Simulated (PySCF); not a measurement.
Electron correlation in Ru²⁺ (ruthenium, charge +2)

[Kr] 4d6, high-spin 5D determinant. Computed with PySCF 2.14 in x2c-TZVPPall with one added diffuse shell each of s, p, d, f type (9s7p7d3f1g, 95 functions), with the spin-free X2C one-electron Hamiltonian (Gaussian nucleus). Frozen: [Ar] 3d10; 14 electrons correlated.

| level | correlation energy (mhartree) |
| --- | --- |
| CCSD | -397.57 |
| (T) | -8.79 |
| CCSD(T) | -406.36 |

Diagnostics: T1 = 0.0035, D1 = 0.0074, largest double amplitude 0.023.

Is a single reference adequate?

Yes, within this model without spin-orbit coupling: T1 lies below 0.03 and no double amplitude reaches 0.07.

This basis was not built for core-valence correlation, so the inner-shell part is incomplete.
